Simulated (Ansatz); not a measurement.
Reaction (formal hydrolysis of a Ge–Si bond): `C[O][Ge]([O]C)([O]C)[Si](Cl)(Cl)Cl` + H₂O → `C[O][Ge]([OH])([O]C)[O]C` + `Cl[SiH](Cl)Cl`

Calculated with Ansatz (gas phase, PBE0-D4/def2-TZVP geometries, no zero-point term in ΔE). CBS: MP2 limit from def2 TZ/QZ plus the TZ coupled-cluster correction, frozen cores. This one scheme is used for every species. Functionals use def2-TZVPP. B3LYP here is the variant with VWN-RPA as its local correlation; programs differ in this. HSE06 is defined as in plane-wave codes. For Ge outer-core shells are correlated without core-valence functions, which leaves a few kJ/mol of doubt a bond. Scalar relativity is left out up to krypton. Each species was taken in one conformer, which may not be the lowest.

| level | ΔE (kcal/mol) | difference from CCSD(T)/CBS |
| --- | --- | --- |
| LDA (SPW92) | -4.3 | 2.8 |
| PBE-D4 | -1.9 | 5.2 |
| revPBE-D4 | -1.7 | 5.4 |
| BLYP-D4 | -2.8 | 4.3 |
| r2SCAN-D4 | -7.0 | 0.1 |
| B97M-V | -7.4 | -0.3 |
| PBE0-D4 | -3.9 | 3.2 |
| B3LYP-D4 | -4.5 | 2.6 |
| r2SCANh-D4 | -7.2 | -0.1 |
| r2SCAN0-D4 | -7.7 | -0.6 |
| HSE06-D4 | -4.0 | 3.1 |
| BHLYP-D4 | -6.8 | 0.3 |
| CAM-B3LYP-D4 | -7.5 | -0.4 |
| ωB97X-V | -8.2 | -1.1 |
| PBE-QIDH | -8.4 | -1.3 |
| PBE | -5.2 | 1.9 |
| revPBE | -6.0 | 1.1 |
| BLYP | -8.5 | -1.4 |
| r2SCAN | -8.3 | -1.2 |
| PBE0 | -7.2 | -0.1 |
| B3LYP | -9.6 | -2.5 |
| r2SCANh | -8.6 | -1.5 |
| r2SCAN0 | -9.2 | -2.1 |
| HSE06 | -7.1 | 0.0 |
| BHLYP | -12.1 | -5.0 |
| CAM-B3LYP | -11.1 | -4.0 |
| LC-ωPBE | -9.5 | -2.4 |
| RPA@PBE/def2-TZVPP | -8.7 | -1.6 |
| HF/def2-SVP | -14.9 | -7.8 |
| MP2/def2-SVP | -10.8 | -3.7 |
| CCSD/def2-SVP | -11.0 | -3.9 |
| CCSD(T)/def2-SVP | -10.1 | -3.0 |
| HF/def2-TZVPP | -16.6 | -9.5 |
| MP2/def2-TZVPP | -8.3 | -1.2 |
| SCS-MP2/def2-TZVPP | -10.2 | -3.1 |
| CCSD/def2-TZVPP | -9.8 | -2.7 |
| MP2/def2-QZVPP | -7.6 | -0.5 |
| SCS-MP2/def2-QZVPP | -9.7 | -2.6 |
| MP2/CBS(def2) | -6.9 | 0.2 |
| CCSD/CBS(def2) | -8.4 | -1.3 |
| CCSD(T)/CBS | -7.1 | 0 |

Largest T1 diagnostic among the species: 0.012.

In def2-TZVPP, CCSD(T) changes the Hartree–Fock value by +8.2 kcal/mol (the triples alone add +1.3 kcal/mol) and MP2 by +8.4 kcal/mol. At CCSD(T), def2-SVP lies −3.0 kcal/mol from the extrapolated value and def2-TZVPP −1.4 kcal/mol. From r2SCAN to r2SCAN0 (25 % exact exchange), in def2-TZVPP and without D4, ΔE moves by −1.0 kcal/mol.
